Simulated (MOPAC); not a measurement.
MOPAC input (PM7):

```
PM7 FORCE THERMO(298,298) PRECISE LET CHARGE=-1 GEO-OK AUX(PRECISION=9) THREADS=1
C2HO

C     1.24221272 1   -0.24163432 1   -0.14101935 1
C    -0.02397300 1    0.01775273 1    0.00692320 1
O    -1.19411612 1    0.25731465 1    0.14382406 1
H     2.20857104 1   -0.43955351 1   -0.25418190 1
```

Output:

```
 *******************************************************************************
 **                                                                           **
 **                              MOPAC v23.2.5                                **
 **                                                                           **
 *******************************************************************************
 ** MOPAC's Digital Object Identifier: https://doi.org/10.5281/zenodo.6511958 **
 **                                                                           **
 ** Please cite the open-source release paper for use of this MOPAC version:  **
 ** J. E. Moussa and J. J. P. Stewart (2026)                                  **
 ** MOPAC: An open-source semiempirical molecular orbital program             **
 ** J. Open Source Softw., 11(119), 8025, https://doi.org/10.21105/joss.08025 **
 *******************************************************************************

                              PM7 CALCULATION RESULTS

 *******************************************************************************
 *  PM7        - The PM7 Hamiltonian to be used
 *  GEO-OK     - OVERRIDE INTERATOMIC DISTANCE AND OTHER SAFETY CHECKS
 *
 *
 *
 *                 CHARGE ON SYSTEM = -1
 *
 *
 *
 *  LET        - OVERRIDE SOME SAFETY CHECKS
 *  PRECISE    - TIGHTER CRITERIA TO BE USED
 *  FORCE      - FORCE CALCULATION SPECIFIED
 *  AUX        - OUTPUT AUXILIARY INFORMATION
 *  THERMO     - THERMODYNAMIC QUANTITIES TO BE CALCULATED
 *******************************************************************************
PM7 FORCE THERMO(298,298) PRECISE LET CHARGE=-1 GEO-OK AUX(PRECISION=9) THREADS=1
 C2HO

   ATOM   CHEMICAL          X               Y               Z
  NUMBER   SYMBOL      (ANGSTROMS)     (ANGSTROMS)     (ANGSTROMS)

     1       C          1.24221272  *  -0.24163432  *  -0.14101935  *
     2       C         -0.02397300  *   0.01775273  *   0.00692320  *
     3       O         -1.19411612  *   0.25731465  *   0.14382406  *
     4       H          2.20857104  *  -0.43955351  *  -0.25418190  *

          CARTESIAN COORDINATES

    NO.       ATOM           X           Y           Z

     1         C          1.2422     -0.2416     -0.1410
     2         C         -0.0240      0.0178      0.0069
     3         O         -1.1941      0.2573      0.1438
     4         H          2.2086     -0.4396     -0.2542

 General Reference for PM7:
 "Optimization of Parameters for Semiempirical Methods VI: More Modifications to the
 NDDO Approximations and Re-optimization of Parameters", J. J. P. Stewart, J. Mol. Mod., 1:32, 19 (2013)
 https://link.springer.com/article/10.1007/s00894-012-1667-x

           Empirical Formula: C2 H O  =     4 atoms

      MOLECULAR POINT GROUP   :   C*v

      RHF CALCULATION, NO. OF DOUBLY OCCUPIED LEVELS = 8

          HEAT OF FORMATION =     -20.887390 KCALS/MOLE

          CARTESIAN COORDINATE DERIVATIVES

   NUMBER  ATOM         X            Y            Z

     1       C      0.002088     0.015788     0.005730
     2       C     -0.012157    -0.020511     0.000215
     3       O      0.019670     0.008976    -0.001768
     4       H     -0.009602    -0.004253    -0.004178

 DIPOLE           X         Y         Z       TOTAL
 POINT-CHG.    -6.289    -0.001    -0.000     6.289
 HYBRID         0.498    -0.000    -0.000     0.498
 SUM           -5.791    -0.001    -0.000     5.791

          GRADIENT NORM =   0.03812

          MOLECULAR WEIGHT =   41.03

          ROTATIONAL CONSTANTS IN CM(-1)

          A =    0.00000000   B =    0.34605000   C =    0.34605000

           PRINCIPAL MOMENTS OF INERTIA IN UNITS OF 10**(-40)*GRAM-CM**2

          A =        0.0000   B =       80.8922   C =       80.8922

          ORIENTATION OF MOLECULE IN FORCE CALCULATION

    NO.       ATOM         X         Y         Z

     1          C      -1.3326   -0.0001    0.0000
     2          C      -0.0316   -0.0001    0.0000
     3          O       1.1706    0.0001    0.0000
     4          H      -2.3254   -0.0003   -0.0001

    FIRST DERIVATIVES WILL BE USED IN THE CALCULATION OF SECOND DERIVATIVES

    FOR POINT-GROUP C*v  THERE ARE  84 UNIQUE SYMMETRY FUNCTIONS.

(To convert to Hartree/Bohr^2, multiply by (10^(-21) x N x a0^2)/(4.184 x 627.51) =  0.0642)

           FORCE MATRIX IN MILLIDYNES/ANGSTROM

                  C  1       C  2       O  3       H  4
 ------------------------------------------------------
     C    1  41.624673
     C    2  36.158251  49.037735
     O    3   1.331279  12.287235  13.510657
     H    4   4.174901   0.605164   0.157127   4.697657

          HEAT OF FORMATION =     -20.887390 KCALS/MOLE

          ZERO POINT ENERGY      14.435 KCAL/MOL

           NORMAL COORDINATE ANALYSIS (Total motion = 1 Angstrom)

   Root No.       1         2         3         4         5         6         7

                 1 Pi      1 Pi      2 Pi      2 Pi      1 Sig     2 Sig     3 Sig

                 484.4     484.4     686.0     686.0    1466.9    2830.7    3458.9

           1    0.0000    0.0000    0.0000    0.0000   -0.2337   -0.0002   -0.2781
           2   -0.1523   -0.0006   -0.1098    0.0016   -0.0000   -0.0000   -0.0000
           3    0.0006   -0.1523   -0.0016   -0.1098   -0.0000    0.0000   -0.0000
           4   -0.0000   -0.0000   -0.0000   -0.0000   -0.1453   -0.1014    0.2859
           5    0.3898    0.0015    0.0196   -0.0003   -0.0000   -0.0000    0.0000
           6   -0.0015    0.3898    0.0003    0.0196   -0.0000   -0.0000    0.0000
           7    0.0000    0.0000   -0.0000   -0.0000    0.3045    0.0210   -0.0313
           8   -0.1595   -0.0006    0.0138   -0.0002    0.0000    0.0000   -0.0000
           9    0.0006   -0.1595    0.0002    0.0138    0.0000   -0.0000   -0.0000
          10    0.0000    0.0000   -0.0001   -0.0000   -0.3165    0.8774    0.4047
          11   -0.2984   -0.0012    0.8567   -0.0126   -0.0000    0.0001    0.0001
          12    0.0012   -0.2984    0.0126    0.8567   -0.0000    0.0000    0.0000

           MASS-WEIGHTED COORDINATE ANALYSIS (NORMAL COORDINATES)

   Root No.       1         2         3         4         5         6         7

                 1 Pi      1 Pi      2 Pi      2 Pi      1 Sig     2 Sig     3 Sig

                 484.4     484.4     686.0     686.0    1466.9    2830.7    3458.9

           1    0.0000    0.0000    0.0000    0.0000   -0.5129   -0.0008   -0.6665
           2   -0.3272   -0.0060   -0.4029    0.0036   -0.0001   -0.0000   -0.0000
           3    0.0060   -0.3272   -0.0036   -0.4029   -0.0000    0.0000   -0.0000
           4   -0.0001   -0.0000   -0.0000   -0.0000   -0.3189   -0.3691    0.6851
           5    0.8376    0.0154    0.0720   -0.0007   -0.0000   -0.0000    0.0001
           6   -0.0154    0.8376    0.0007    0.0720   -0.0000   -0.0000    0.0000
           7    0.0000    0.0000   -0.0000   -0.0000    0.7712    0.0882   -0.0867
           8   -0.3957   -0.0073    0.0582   -0.0005    0.0001    0.0000   -0.0000
           9    0.0073   -0.3957    0.0005    0.0582    0.0000   -0.0000   -0.0000
          10    0.0000    0.0000   -0.0001   -0.0000   -0.2012    0.9252    0.2810
          11   -0.1857   -0.0034    0.9105   -0.0082   -0.0000    0.0001    0.0000
          12    0.0034   -0.1857    0.0082    0.9105   -0.0000    0.0000    0.0000

          DESCRIPTION OF VIBRATIONS

 VIBRATION          2    1Pi         ATOM PAIR     ENERGY CONTRIBUTION    RADIAL
 FREQUENCY           484.38         C 2 -- O 3         +49.6% ( 86.0%)      0.0%
 TRANSITION DIPOLE   2.1035         C 1 -- C 2         +48.8% ( 85.3%)      0.0%
 TRAVEL (Ang.)       0.1469         C 1 -- H 4          +1.5% ( 15.1%)      0.0%
 REDUCED MASS        6.4474
 EFFECTIVE MASS     12.3310
 FORCE CONSTANT      0.8913

 VIBRATION          4    2Pi         ATOM PAIR     ENERGY CONTRIBUTION    RADIAL
 FREQUENCY           685.96         C 1 -- H 4         +95.4% ( 99.2%)      0.0%
 TRANSITION DIPOLE   1.0994         C 1 -- C 2          +4.5% ( 21.6%)      0.0%
 TRAVEL (Ang.)       0.3120
 REDUCED MASS        1.0099
 EFFECTIVE MASS      2.1167
 FORCE CONSTANT      0.2800

 VIBRATION          5    1Sig        ATOM PAIR     ENERGY CONTRIBUTION    RADIAL
 FREQUENCY          1466.92         C 2 -- O 3         +53.1% (103.3%)    100.0%
 TRANSITION DIPOLE   3.3389         C 1 -- H 4         +33.5% ( 82.0%)    100.0%
 TRAVEL (Ang.)       0.0834         C 1 -- C 2         +13.4% ( 51.9%)    100.0%
 REDUCED MASS        6.6166
 EFFECTIVE MASS     14.5407
 FORCE CONSTANT      8.3887

 VIBRATION          6    2Sig        ATOM PAIR     ENERGY CONTRIBUTION    RADIAL
 FREQUENCY          2830.74         C 1 -- H 4         +77.2% ( 91.8%)    100.0%
 TRANSITION DIPOLE   0.1189         C 2 -- O 3         +12.0% ( 36.2%)    100.0%
 TRAVEL (Ang.)       0.1573         C 1 -- C 2         +10.7% ( 34.3%)    100.0%
 REDUCED MASS        0.9623
 EFFECTIVE MASS      2.5416
 FORCE CONSTANT      4.5433

 VIBRATION          7    3Sig        ATOM PAIR     ENERGY CONTRIBUTION    RADIAL
 FREQUENCY          3458.87         C 1 -- C 2         +58.6% ( 93.8%)    100.0%
 TRANSITION DIPOLE   6.1718         C 1 -- H 4         +22.2% ( 57.8%)    100.0%
 TRAVEL (Ang.)       0.0623         C 2 -- O 3         +19.2% ( 53.6%)    100.0%
 REDUCED MASS        5.0230
 EFFECTIVE MASS     11.0078
 FORCE CONSTANT     35.4063

      SYMMETRY NUMBER FOR POINT-GROUP C*v =  1

          SYSTEM IS A GROUND STATE

 C2HO

          MOLECULE IS LINEAR

          THERE ARE  7 GENUINE VIBRATIONS IN THIS SYSTEM
          THIS THERMODYNAMICS CALCULATION IS LIMITED TO
          MOLECULES WHICH HAVE NO INTERNAL ROTATIONS

                    CALCULATED THERMODYNAMIC PROPERTIES
                                          *
   TEMP. (K)   PARTITION FUNCTION   H.O.F.    ENTHALPY  HEAT CAPACITY ENTROPY
                                   KCAL/MOL   CAL/MOLE    CAL/K/MOL  CAL/K/MOL

 298.00  VIB.     0.1320D+01                   447.6021     4.3639     2.0544
         ROT.     0.5985D+03                   592.1869     1.9872    14.6943
         INT.     0.7903D+03                  1039.7890     6.3511    16.7487
         TRA.     0.2541D+27                  1480.4672     4.9680    37.0602
         TOT.                      -20.887    2520.2561    11.3192    53.8089

   *: NOTE: HEATS OF FORMATION ARE RELATIVE TO THE
            ELEMENTS IN THEIR STANDARD STATE AT 298K
              (=  Standard Enthalpy of Formation).

            Hvib:  Zero-point energy is not included.
                   frequencies of less than zero cm-1 are not included.
            Hrot = (3/2)RT
            Htra = (3/2)RT + pV = (5/2)RT

            Heat capacity is Cp, not Cv

          For more information, see: HTTP://OpenMOPAC.net/Manual/thermochemistry.html

           FORCE CONSTANT IN CARTESIAN COORDINATES (Millidynes/A)

    ATOM   CHEMICAL       X               Y               Z
   NUMBER   SYMBOL  FORCE CONSTANT  FORCE CONSTANT  FORCE CONSTANT

      1       C       41.611845        0.718183        0.718183
      2       C       49.010708        1.182592        1.182592
      3       O       13.499732        0.362248        0.362248
      4       H        4.685861        0.236419        0.236419

 **********************
 *                    *
 * JOB ENDED NORMALLY *
 *                    *
 **********************

 == MOPAC DONE ==
```

The dipole moment of an ion depends on the origin.
